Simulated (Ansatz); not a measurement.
Isolated molecules relaxed with PBE0-D4/def2-TZVP in Ansatz; ΔE leaves out vibrations. CCSD(T)/CBS is the MP2 limit (def2-TZVPP, def2-QZVPP) plus CCSD(T) − MP2 in def2-TZVPP, frozen cores. This one scheme is used for every species, atoms too. Functionals use def2-TZVPP. No spin–orbit coupling; open shells (•) take unrestricted orbitals. Spin–orbit coupling would lower the free atoms: a little for C, O, Si.

`[SiH3]C1=C[SiH2]O1` → 2 C• + 6 H• + O• + 2 Si•  (atomization)

`[SiH3]C1=C[SiH2]O1`:

Z-matrix (Å, degrees):
```
Si
O 1 1.707
C 1 2.160 2 40.3
C 1 1.831 2 78.8 3 -0.0
H 1 1.484 2 112.4 3 -118.0
H 1 1.484 2 112.3 3 118.0
Si 3 1.878 1 170.2 2 0.1
H 4 1.077 1 147.8 2 180.0
H 7 1.484 3 107.7 1 180.0
H 7 1.484 3 109.6 1 -60.0
H 7 1.484 3 109.6 1 59.9
```

```csv
level,ΔE (kJ/mol)
LDA (SPW92),4607.1
PBE-D4,4100.2
revPBE-D4,4008.2
BHLYP-D4,3926.6
B2PLYP,3994.0
r2SCAN0,3983.1
CAM-B3LYP,4030.6
MP2/def2-SVP,3835.6
```

(1) What does CCSD(T)/CBS give? (An estimate is asked.)

Largest T1 diagnostic among the species: 0.014.

## Answers

(1) Computed: +4046.2 kJ/mol. The listed levels differ from it by 560.9, 54.0, -38.0, -119.6, -52.2, -63.1, -15.6, -210.6 kJ/mol.

From r2SCAN to r2SCAN0 (25 % exact exchange), in def2-TZVPP and without D4, ΔE moves by −66.0 kJ/mol: exact exchange takes away binding that semilocal exchange gives to molecules. Leaving LDA and LC-ωPBE aside and taking each functional with its dispersion term where it has one, the values spread over 173.6 kJ/mol, from BHLYP-D4 to PBE-D4. LDA lies +532.5 kJ/mol from PBE without D4, its usual overbinding.

For atomizations the MP2-based limit and the directly extrapolated one differ by several kJ/mol either way, and by 10 to 25 for some Ge, Se and Sn compounds, so smaller differences from it don't rank the levels.
